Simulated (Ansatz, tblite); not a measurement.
Isomers of Na₂₁⁻ (singlet), found by a short tight-binding search and relaxed with PBE/def2-SVP in Ansatz.

The xTB rows come from tblite. LC-ωPBE has ω = 0.4 bohr⁻¹. Correlated methods freeze 21 core orbitals; core or outer-core shells of Na are correlated, in sets that lack core-valence functions. Single mean-field runs in def2-TZVP are fitted with def2-universal-jkfit.

Run but left out: HF/STO-3G (A: restricted singlet, unstable in another Hartree–Fock run and untested here); HF/def2-SVP (A: restricted singlet, unstable towards broken spin symmetry).

A: The restricted singlet is unstable towards broken spin symmetry in Hartree–Fock (as tested in another run); at PBE/def2-SVP, PBE/def2-TZVP, r2SCAN/def2-TZVP, PBE0/def2-SVP and others this wasn't settled. At MP2/def2-SVP the restricted singlet (for correlated methods, its reference) is unstable: a solution with broken spin symmetry lies lower. B: The restricted singlet is unstable towards broken spin symmetry in Hartree–Fock (as tested in another run); at PBE/def2-SVP, PBE/def2-TZVP, r2SCAN/def2-TZVP, PBE0/def2-SVP and others this wasn't settled. At MP2/def2-SVP the restricted singlet (for correlated methods, its reference) is unstable: a solution with broken spin symmetry lies lower.

Other spin states weren't relaxed.

A:

Cartesian coordinates in Å:
```
Na 0.739 0.923 4.266
Na -3.258 1.432 -3.239
Na 0.320 -2.568 3.622
Na -2.526 -0.467 3.539
Na -3.573 -2.026 -2.389
Na 5.119 -3.182 -0.243
Na 0.049 -0.150 1.012
Na -0.737 2.383 -1.278
Na -2.094 -2.873 0.732
Na -4.080 3.945 -0.476
Na -1.555 2.895 2.090
Na 3.375 -0.804 2.296
Na -0.185 -0.693 -2.508
Na 3.298 -0.003 -1.090
Na 2.753 -2.861 -3.071
Na 1.613 -3.187 0.239
Na -0.668 -4.153 -2.414
Na 2.477 3.078 -2.325
Na 2.199 2.541 1.203
Na -3.520 0.484 0.181
Na 0.254 5.285 -0.148
```

B:

```xyz
21

Na   -5.105   -3.213    2.739
Na    0.318   -5.837    0.727
Na    5.818   -4.291   -3.293
Na    2.947    1.178    0.121
Na   -3.026   -6.032    2.129
Na   -3.406   -0.539    0.757
Na   -0.289    0.550    1.786
Na   -6.388    0.014    2.661
Na    3.186   -5.192   -1.241
Na    3.781   -1.697   -2.172
Na   -2.303    5.716    0.922
Na    0.259    6.404   -1.362
Na    0.300   -0.094   -1.680
Na    0.823    3.784    0.993
Na    1.645   -2.435    0.622
Na    0.876    3.171   -2.738
Na    4.047    1.618   -3.250
Na    3.603    4.582   -1.270
Na   -3.711    2.668    2.221
Na   -1.931    2.584   -0.829
Na   -1.443   -2.939    2.156
```

Estimate which lies lowest at each level, and how far above it the others are (kJ/mol).


```json
{"level": "GFN1-xTB", "A": "32.7", "B": "0.0"}
{"level": "PBE/def2-SVP", "A": "0.0", "B": "126.5"}
{"level": "PBE/def2-TZVP", "A": "0.0", "B": "108.1"}
{"level": "r2SCAN/def2-TZVP", "A": "0.0", "B": "127.4"}
{"level": "PBE0/def2-SVP", "A": "0.0", "B": "130.8"}
{"level": "PBE0/def2-TZVP", "A": "0.0", "B": "114.1"}
{"level": "LC-ωPBE/def2-TZVP", "A": "0.0", "B": "126.4"}
{"level": "RPA@PBE/def2-SVP", "A": "0.0", "B": "183.2"}
{"level": "MP2/def2-SVP", "A": "0.0", "B": "225.0"}
```
Point groups (tolerance 0.1 Å): A not assigned, B not assigned. Lower isomers may exist. From def2-SVP to def2-TZVP the PBE0 values move by up to 16.7 kJ/mol, so results in the small set are rough.
